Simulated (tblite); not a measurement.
Compound: C₄H₁₁NO₂Si.
Z-matrix (Å and degrees, GFN2-xTB geometry), rows numbered from 1:
```
C 
N   1  1.4309
C   2  1.2596  1  120.42
Si  3  1.8863  2  119.60  1  -179.47
O   4  1.6242  3  111.95  2    49.80
C   5  1.4018  4  127.24  3   -54.41
O   4  1.6154  3  102.67  2   165.37
C   7  1.3983  4  128.21  3  -177.42
H   1  1.0909  2  108.38  3   123.26
H   1  1.0992  2  113.49  3     1.28
H   1  1.0911  2  108.08  3  -120.39
H   3  1.1023  2  120.51  1    -0.01
H   4  1.4675  3  111.61  2   -74.06
H   6  1.0907  5  107.84  4   156.59
H   6  1.0922  5  110.02  4   -84.20
H   6  1.0908  5  110.57  4    36.35
H   8  1.0908  7  110.79  4    54.78
H   8  1.0924  7  110.41  4   -65.82
H   8  1.0905  7  107.86  4   174.79
```

Calculated harmonic vibrations of the isolated species, GFN2-xTB (tblite), most abundant isotopes, no scaling. Errors from tens to a few hundred cm⁻¹ against measured bands are possible. Modes of hydrogen on silicon can be 10 to 20 % off. One conformer, not necessarily the lowest.

Harmonic wavenumbers (cm⁻¹): 50.9, 67.9, 75.7, 94.4, 97.5, 125.4, 137.2, 179.8, 197.5, 224.3, 266.4, 315.5, 329.6, 432.4, 698.2, 707.6, 738.3, 802.2, 832.2, 858.9, 1032.6, 1080.5, 1129.1, 1130.7, 1134.9, 1136.3, 1139.7, 1157.0, 1161.5, 1318.0, 1385.7, 1409.0, 1411.5, 1458.6, 1471.2, 1473.6, 1477.6, 1484.1, 1486.0, 1719.8, 2211.5, 2791.8, 2876.9, 2953.0, 2957.4, 2975.2, 2980.5, 2981.0, 2986.7, 2988.3, 2997.4.

A = 2463, B = 1034, C = 768.9 MHz; mass 133.056 u (most abundant isotopes); point group C1, symmetry number 1.

**Question.** Zero-point energy?

**Answer.** Half the sum of the wavenumbers: 32565 cm⁻¹ = 389.56 kJ/mol.

**Question.** What is S at 500 K and 1 bar for an ideal gas of classical rigid rotors and harmonic oscillators?

**Answer.** Translation 180.60, rotation 129.81, vibration 253.50: S = 563.9 J/(mol K).

**Question.** And Cp and H(500 K) − H(0)?

**Answer.** Cp = 239.94 J/(mol K), of which vibrations give 206.69 (their classical limit is 51 R = 424.0); H(500 K) − H(0) = 76.00 kJ/mol without the zero-point energy, 59.37 from vibrations.

**Question.** Which modes carry the vibrational entropy at 500 K?

**Answer.** 50.9 cm⁻¹: 24.29; 67.9 cm⁻¹: 21.90; 75.7 cm⁻¹: 21.00; 94.4 cm⁻¹: 19.18; 97.5 cm⁻¹: 18.91; 125.4 cm⁻¹: 16.83 J/(mol K); the other 45 give 131.38 together.

**Question.** How do the functions run with temperature in this model?

**Answer.** 
```tsv
T (K)	S (J/(mol K))	Cp (J/(mol K))	H − H(0) (kJ/mol)	G − H(0) (kJ/mol)	ln q(vib)
50	253.6	70.0	2.35	-10.33	0.72
100	313.4	103.2	6.76	-24.58	2.67
298.15	458.5	171.9	34.25	-102.45	10.06
373.15	499.9	198.4	48.13	-138.41	12.45
750	673.8	302.2	144.28	-361.07	22.95
1000	766.9	344.2	225.41	-541.46	29.02
```

q(vib) and H(0) count from the zero-point level.

**Question.** Blend soft modes into free rotors: weight 1/[1 + (100 cm⁻¹/ν̃)⁴] for the oscillator and the rest for a rotor with moment μB/(μ + B), μ = h/(8π²ν), B = 10⁻⁴⁴ kg m². What vibrational entropy results?

**Answer.** 229.80 J/(mol K) in place of 253.50, which changes −T·S at 500 K by +11.85 kJ/mol.

Hindered rotation and anharmonicity are outside this model. Other conformers, if any are populated, would add a mixing term that is left out. The structure is chiral; the term R ln 2 for an equal mix with its mirror image is left out.
